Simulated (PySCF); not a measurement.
A PySCF script (with the pyscf-properties extension) for the NMR shieldings of `C[C@@H]1CSBCS1`, C4H9BS2, on a GFN2-xTB geometry:

```python
import basis_set_exchange as bse
import numpy as np
from pyscf import gto, dft
from pyscf.prop import nmr

atoms = """
C    -2.272022   -0.280395   -0.121255
C    -0.760852   -0.188200   -0.272721
C    -0.061832   -1.177718    0.639050
S     1.726712   -1.403585    0.276005
B     2.312598    0.145760   -0.290046
C     1.480499    1.473646   -0.463681
S    -0.245469    1.522659    0.150016
H    -2.556787   -0.092851    0.911656
H    -2.622363   -1.269193   -0.410028
H    -2.755819    0.462140   -0.751017
H    -0.471320   -0.359144   -1.314360
H    -0.149814   -0.868061    1.680568
H    -0.492120   -2.173715    0.526657
H     3.442180    0.161499   -0.595923
H     1.972382    2.297205    0.057166
H     1.446427    1.758896   -1.520164
"""
names = dict.fromkeys(["C", "S", "B", "H"], "pcSseg-1")
basis = {el: gto.basis.parse(bse.get_basis(n, elements=[el], fmt="nwchem")) for el, n in names.items()}
mol = gto.M(atom=atoms, basis=basis, charge=0, verbose=0)
mf = dft.RKS(mol, xc="PBE0")
mf.grids.level = 2
mf.grids.alignment = dft.numint.BLKSIZE   # the property module wants whole blocks of grid points
mf.conv_tol = 1e-9
mf.kernel()

calc = nmr.RKS(mf)   # GIAO
C = mf.mo_coeff
Co = C[:, mf.mo_occ > 0]
resp = mf.gen_response(singlet=True, hermi=2)
def vind(x):   # induced exchange potential for any number of trial vectors
    d = np.einsum("pi,xij,qj->xpq", C, 2 * x.reshape(-1, C.shape[1], Co.shape[1]), Co, optimize=True)
    return np.einsum("xpq,pi,qj->xij", resp(d - d.transpose(0, 2, 1)), C, Co, optimize=True).ravel()
mo1, _ = nmr.rhf.solve_mo1(calc, with_cphf=vind)
sigma = calc.kernel(mo1)
for i, s in enumerate(sigma):   # ppm
    w = np.linalg.eigvalsh((s + s.T) / 2)
    print("%2d %-2s iso %8.1f  s11 %8.1f  s22 %8.1f  s33 %8.1f" % (i, mol.atom_pure_symbol(i), w.mean(), *w))
```

**Question.** Give the expected output.

**Answer.** 
```
 0 C  iso    163.5  s11    141.4  s22    159.8  s33    189.2
 1 C  iso    141.3  s11    134.1  s22    136.7  s33    153.2
 2 C  iso    145.9  s11    130.4  s22    143.5  s33    163.9
 3 S  iso    368.2  s11    135.7  s22    404.7  s33    564.2
 4 B  iso     38.2  s11    -35.7  s22     18.8  s33    131.6
 5 C  iso    156.4  s11    145.6  s22    153.5  s33    170.1
 6 S  iso    499.0  s11    343.6  s22    449.3  s33    704.1
 7 H  iso     30.6  s11     26.8  s22     28.5  s33     36.5
 8 H  iso     30.3  s11     25.6  s22     27.7  s33     37.7
 9 H  iso     30.1  s11     25.0  s22     28.3  s33     37.2
10 H  iso     29.2  s11     26.5  s22     27.3  s33     33.7
11 H  iso     28.9  s11     25.6  s22     27.8  s33     33.3
12 H  iso     29.0  s11     22.8  s22     29.2  s33     35.1
13 H  iso     24.9  s11     22.8  s22     25.5  s33     26.3
14 H  iso     29.1  s11     23.5  s22     27.0  s33     36.8
15 H  iso     28.4  s11     21.9  s22     27.1  s33     36.2
```

These numbers come from an equivalent density-fitted implementation of the same equations, which agrees with the script to about 0.01 ppm for H and up to a few tenths of a ppm for heavy atoms, so last digits may differ.

Size and cost of the density-fitted run: 178 basis functions, 48 s wall time on 1 thread of an Arm Neoverse N1, shared host; peak memory 0.81 GiB.
